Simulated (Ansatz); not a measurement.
The same molecule with X = B, Al, In. Ansatz, PBE0-D4/def2-TZVP geometries, multiplicity 1. Each molecule was computed in one conformer, which needn't be the lowest.

Elements past krypton have def2 core potentials.

| X | molecule | mean X–Cl bond length / Å | mean X–H bond length / Å | mean X–N bond length / Å | HOMO energy (B3LYP/def2-TZVPP) / eV | HOMO energy (ωB97M-V/def2-TZVPP) / eV | HOMO–LUMO gap (PBE0/def2-TZVPP) / eV |
| --- | --- | --- | --- | --- | --- | --- | --- |
| Al | `[NH2][AlH][Cl]` | 2.098 | 1.570 | 1.756 | -7.55 | -10.20 | 7.34 |
| In | `[NH2][InH][Cl]` | 2.339 | 1.693 | 1.995 | -7.27 | -9.85 | 6.29 |

(1) Give the row for X = B, `NBCl`. (Estimate.)

Answers

(1) Ansatz gave: 
| X | molecule | mean X–Cl bond length / Å | mean X–H bond length / Å | mean X–N bond length / Å | HOMO energy (B3LYP/def2-TZVPP) / eV | HOMO energy (ωB97M-V/def2-TZVPP) / eV | HOMO–LUMO gap (PBE0/def2-TZVPP) / eV |
| --- | --- | --- | --- | --- | --- | --- | --- |
| B | `NBCl` | 1.768 | 1.191 | 1.383 | -8.15 | -10.71 | 8.62 |

From B to In the mean X–Cl bond length rises at each step, by 0.571 Å in all; the mean X–H bond length rises at each step, by 0.502 Å in all; the mean X–N bond length rises at each step, by 0.612 Å in all; the HOMO energy (B3LYP/def2-TZVPP) rises at each step, by 0.88 eV in all; the HOMO energy (ωB97M-V/def2-TZVPP) rises at each step, by 0.86 eV in all; the HOMO–LUMO gap (PBE0/def2-TZVPP) falls at each step, by 2.33 eV in all. Bonds lengthen as the atom grows down the group.

B3LYP here is the variant with VWN-RPA as its local correlation; programs differ in this.
